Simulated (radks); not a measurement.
The palladium ion Pd+ inside a hard spherical wall (all orbitals vanish at R), configuration held at [Kr] 4d9 and not refilled when levels cross. All-electron calculation, scalar-relativistic Kohn-Sham, PBEsol, spin-unpolarised, spherical densities, finite nucleus; Fermi nuclear charge, rms radius 4.5318 fm. Program: a radial shooting solver on a logarithmic mesh with Libxc functionals. Eigenvalues in eV, with the zero of energy where the potential of the charges vanishes at infinity; a dash marks a level that is unbound or too diffuse for the functional's potential to be trusted. A positive occupied level is held by the wall or, in an anion where self-interaction has pushed it up, behind a barrier. The pressure on the wall is -dE/dV.

R (bohr),E (hartree),kinetic (hartree),e(3d),e(4s),e(4p),e(4d),"e(5s, empty)","e(5p, empty)",pressure (GPa)
free,-5043.00014,5230.259,-336.91,-96.593,-62.410,-14.618,-10.995,-6.130,0
20,-5043.00014,5230.259,-336.91,-96.593,-62.410,-14.618,-10.995,-6.130,< 0.0001
15,-5043.00014,5230.259,-336.91,-96.593,-62.410,-14.618,-10.995,-6.130,< 0.0001
12,-5043.00014,5230.259,-336.91,-96.593,-62.410,-14.618,-10.995,-6.128,< 0.0001
10,-5043.00013,5230.259,-336.91,-96.593,-62.410,-14.618,-10.994,-6.110,< 0.0001
8,-5043.00008,5230.259,-336.90,-96.588,-62.405,-14.614,-10.977,-5.977,0.00367
7,-5042.99979,5230.263,-336.88,-96.567,-62.385,-14.595,-10.915,-5.721,0.0312
5,-5042.98591,5230.372,-336.31,-96.042,-61.877,-14.125,-9.740,-3.219,2.46
3.5,-5042.76196,5231.620,-331.80,-92.185,-58.193,-10.469,-1.365,8.969,88.9
3,-5042.34931,5233.616,-326.51,-87.975,-54.174,-6.110,9.062,22.413,352
2.5,-5041.05456,5239.499,-314.96,-79.436,-45.806,3.651,33.674,52.016,1690
